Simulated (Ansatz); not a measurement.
A series at Si: from `[AlH2][O][SiH3]`, ligands are replaced one by one, each step taking up H₂O and setting free H₂; n counts the steps. Ansatz, PBE0-D4/def2-TZVP geometries. Each molecule was computed in one conformer, which needn't be the lowest.

CBS adds triple-zeta CCSD(T) − MP2 to the MP2 limit, frozen cores; atoms without spin–orbit coupling. 

| n | molecule | atomization energy, CCSD(T)/CBS (kJ/mol) |
| --- | --- | --- |
| 0 | `[AlH2][O][SiH3]` | 2530.6 |
| 1 | `O[SiH2][O][AlH2]` | ? |
| 2 | `O[SiH](O)[O][AlH2]` | 3759.7 |
| 3 | `O[Si](O)(O)[O][AlH2]` | 4376.8 |

Q: By hand: fit a straight line y = ȳ + b (n − n̄) to the 3 given rows and predict n = 1.

A: n̄ = 1.667, ȳ = 3555.70; Σ(n − n̄)(y − ȳ) = 2871.30, Σ(n − n̄)² = 4.667, so b = 615.23 kJ/mol a step. Prediction: 3555.70 + (615.23) × (-0.667) = 3145.3 kJ/mol.

Q: By hand: compare with the computed value, 3140.6 kJ/mol, and give the steps along the whole series.

A: The line misses by -4.7 kJ/mol (computed minus predicted). Steps: 610.0, 619.1, 617.1 kJ/mol.

The steps differ by at most 9.1 kJ/mol, 1.5 % of a mean step, so the ligands' effects nearly add and a line is close. The miss is 0.3 % of the series' range. The energies themselves are unsure by some kJ/mol a bond, though much of that is common to the series.
